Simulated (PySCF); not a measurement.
Structure problem from calculated spectra and properties.

Elements present: C, H, N and P. Monoisotopic mass: 111.0238 u.

| Quantity | Value |
| --- | --- |
| NMR, other nuclei | isotropic shieldings of nuclei other than C and H, by class: -109 (1 N), 102 (1 P) ppm [GIAO PBE0/pcSseg-1] |
| UV, first state | lowest singlet excitation: 3.66 eV (339 nm, f = 0.005) [TDDFT PBE0/def2-SVPD] |
| Rotational structure | rotational constants A, B, C: 4.137, 2.070, 1.392 GHz [GFN2-xTB] |
| 1H NMR | chemical shifts (computed TMS as zero) by class: 10.57 (1 H), 9.43 (1 H), 9.10 (1 H), 2.59 (3 H) ppm [GIAO PBE0/pcSseg-1] |
| Polarisability | 88.0 au [PBE0/def2-SVPD] |
| 13C NMR | chemical shifts (computed TMS as zero) by class: 188.1 (1 C), 173.5 (1 C), 153.9 (1 C), 137.7 (1 C), 26.1 (1 C) ppm [GIAO PBE0/pcSseg-1] |
| UV, strongest line | among the 8 lowest singlet transitions: S7 at 6.13 eV (202 nm, f = 0.230) [TDDFT PBE0/def2-SVPD] |
| Dipole | 2.40 D [PBE0/def2-SVPD] |
| Triplet | lowest triplet excitation (Tamm–Dancoff): 3.15 eV [TDA PBE0/def2-SVPD] |

Gas-phase values; electronic properties from PySCF, density fitting. Levels stand in brackets. Geometry: GFN2-xTB; no solvent, vibrations or thermal averaging. NMR classes are plain means over equivalent atoms (diastereotopic ones count apart unless rotation or inversion swaps them), as if these changed places fast.

**Question.** Which formula fits the mass and the elements?

**Answer.** C5H6NP (calculated 111.0238). No other formula that holds each of these elements comes within 0.0003 u with a fitting electron parity and a possible valence count.

**Question.** What is the compound? Reason from the data.

**Answer.** Numbering: `[CH3:1][c:2]1[cH:3][n:4][cH:5][p:6][cH:7]1`. 5 carbons fall into 5 classes; from least to most shielded: aromatic CH next to a ring nitrogen [C5] (188.1 ppm), aromatic CH carbon [C7] (173.5 ppm), aromatic CH next to a ring nitrogen [C3] (153.9 ppm), substituted aromatic carbon [C2] (137.7 ppm), benzylic-type carbon [C1] (26.1 ppm). Hydrogen classes from least to most shielded: 1 H on an aromatic CH next to a ring nitrogen, C5 (10.57 ppm), 1 H on an aromatic CH carbon, C7 (9.43 ppm), 1 H on an aromatic CH next to a ring nitrogen, C3 (9.10 ppm), 3 H on a benzylic-type carbon, C1 (2.59 ppm, a mean of values up to 0.8 ppm apart in this geometry). The other shieldings belong to: -109 ppm, pyridine-type nitrogen [N4]; 102 ppm, phosphorus bonded to 2 C [P6]. S1 is mainly HOMO→LUMO (weight 0.99); the largest Löwdin shares of the orbital it empties are 0.45 on the pyridine-type nitrogen, 0.22 on the phosphorus bonded to 2 C, 0.10 on an aromatic CH next to a ring nitrogen and 0.08 on an aromatic CH next to a ring nitrogen, of the orbital it fills 0.34 on the phosphorus bonded to 2 C, 0.18 on an aromatic CH next to a ring nitrogen, 0.18 on the aromatic CH carbon and 0.10 on an aromatic CH next to a ring nitrogen. By its constants the optimised geometry is an asymmetric top. Structure: `Cc1cncpc1`. Computed isomers that give other values at the same levels: `Cc1ccncp1` (13C chemical shifts (computed TMS as zero) by class: 192.4 (1 C), 191.8 (1 C), 152.5 (1 C), 129.5 (1 C), 28.6 (1 C) ppm); `Cc1ncccp1` (13C chemical shifts (computed TMS as zero) by class: 205.5 (1 C), 177.2 (1 C), 151.6 (1 C), 125.7 (1 C), 33.7 (1 C) ppm); `Cc1cpccn1` (13C chemical shifts (computed TMS as zero) by class: 165.5 (1 C), 157.1 (1 C), 155.9 (1 C), 151.9 (1 C), 30.7 (1 C) ppm). The assignments are read from this structure; whether some other isomer fits the data as well wasn't checked.
